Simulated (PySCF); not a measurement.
A PySCF script (with the pyscf-properties extension) for the NMR shieldings of `N[Si@@]1(CF)C[SiH2]N1`, C2H9FN2Si2, on a GFN2-xTB geometry:

```python
import basis_set_exchange as bse
import numpy as np
from pyscf import gto, dft
from pyscf.prop import nmr

atoms = """
N    -1.041629    1.858945   -0.008584
Si   -0.393556    0.265956    0.024415
C    -1.889281   -0.851327    0.439484
F    -2.973357   -0.523246   -0.354643
C     0.862728   -0.383151   -1.267199
Si    2.188058   -0.461670    0.108781
N     0.925760    0.112929    1.154610
H    -0.442326    2.636191   -0.231820
H    -1.964842    1.996873   -0.386080
H    -2.219295   -0.723796    1.471431
H    -1.689926   -1.909195    0.265314
H     0.627113   -1.334773   -1.732573
H     1.083563    0.313781   -2.069474
H     3.294335    0.488540   -0.021525
H     2.670250   -1.798292    0.458714
H     0.954805    0.321179    2.137739
"""
names = dict.fromkeys(["N", "Si", "C", "F", "H"], "pcSseg-1")
basis = {el: gto.basis.parse(bse.get_basis(n, elements=[el], fmt="nwchem")) for el, n in names.items()}
mol = gto.M(atom=atoms, basis=basis, charge=0, verbose=0)
mf = dft.RKS(mol, xc="PBE0")
mf.grids.level = 2
mf.grids.alignment = dft.numint.BLKSIZE   # the property module wants whole blocks of grid points
mf.conv_tol = 1e-9
mf.kernel()

calc = nmr.RKS(mf)   # GIAO
C = mf.mo_coeff
Co = C[:, mf.mo_occ > 0]
resp = mf.gen_response(singlet=True, hermi=2)
def vind(x):   # induced exchange potential for any number of trial vectors
    d = np.einsum("pi,xij,qj->xpq", C, 2 * x.reshape(-1, C.shape[1], Co.shape[1]), Co, optimize=True)
    return np.einsum("xpq,pi,qj->xij", resp(d - d.transpose(0, 2, 1)), C, Co, optimize=True).ravel()
mo1, _ = nmr.rhf.solve_mo1(calc, with_cphf=vind)
sigma = calc.kernel(mo1)
for i, s in enumerate(sigma):   # ppm
    print("%2d %-2s %9.2f" % (i, mol.atom_pure_symbol(i), np.trace(s) / 3))
```

Question: What are the results?

Answer: 
```
 0 N     233.16
 1 Si    359.52
 2 C     105.30
 3 F     481.12
 4 C     179.58
 5 Si    385.08
 6 N     218.43
 7 H      30.64
 8 H      30.19
 9 H      26.95
10 H      27.08
11 H      30.86
12 H      31.04
13 H      26.51
14 H      26.63
15 H      31.41
```

These numbers come from an equivalent density-fitted implementation of the same equations, which agrees with the script to about 0.01 ppm for H and up to a few tenths of a ppm for heavy atoms, so last digits may differ.

Size and cost of the density-fitted run: 178 basis functions, 62 s wall time on 1 thread of an Arm Neoverse N1, shared host; peak memory 0.82 GiB.
